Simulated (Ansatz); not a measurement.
The cluster Si₅Mo₂⁺. Charge 1, multiplicity 2. Geometry r2SCAN-D4/def2-SVP; atoms count from 1.

```tsv
atom	x (Å)	y (Å)	z (Å)
Mo1	0.130	1.469	1.887
Mo2	-0.651	1.637	-0.143
Si3	-0.159	-2.396	-0.611
Si4	1.839	0.709	0.271
Si5	0.590	-0.181	-1.523
Si6	-0.054	-0.791	1.023
Si7	-1.695	-0.446	-0.904
```

In the def2 sets Mo takes a core potential; there is no spin–orbit coupling. The charge 1 doublet is spin-contaminated (final ⟨S²⟩ up to 1.39, 0.75 for a pure state). Another isomer (doublet) lies 0.34 eV lower at PBE0-D4/def2-TZVP; other spin states weren't run for this one.

**Question.** Estimate the Mulliken populations from the PBE0/def2-TZVP orbitals of Ansatz.

**Answer.** 
| atom | charge (e) | spin (α − β) | d electrons |
| --- | --- | --- | --- |
| Mo1 | 0.41 | 1.89 | 4.84 |
| Mo2 | 0.36 | -1.31 | 4.73 |
| Si3 | 0.14 | -0.08 | – |
| Si4 | 0.00 | -0.04 | – |
| Si5 | 0.07 | 0.26 | – |
| Si6 | -0.01 | -0.06 | – |
| Si7 | 0.03 | 0.34 | – |
Mulliken values depend strongly on the basis.

**Question.** Where does the spin sit?

**Answer.** Summed by element: Mo 0.58, Si 0.42, of 1 unpaired in all. Largest on single atoms: Mo1 1.89, Mo2 -1.31, Si7 0.34.

**Question.** And the Mayer bond orders between heavy atoms (over 0.3)?

**Answer.** Mo1–Mo2 2.58 (2.18 Å); Mo1–Si4 0.95 (2.47 Å); Mo1–Si6 0.97 (2.43 Å); Mo2–Si4 0.64 (2.69 Å); Mo2–Si5 0.73 (2.60 Å); Mo2–Si6 0.40 (2.76 Å); Mo2–Si7 1.07 (2.45 Å); Si3–Si5 0.62 (2.51 Å); Si3–Si6 0.95 (2.29 Å); Si3–Si7 0.71 (2.50 Å); Si4–Si5 0.85 (2.36 Å); Si4–Si6 0.49 (2.53 Å); Si5–Si6 0.43 (2.70 Å); Si5–Si7 0.65 (2.38 Å); Si6–Si7 0.49 (2.55 Å).
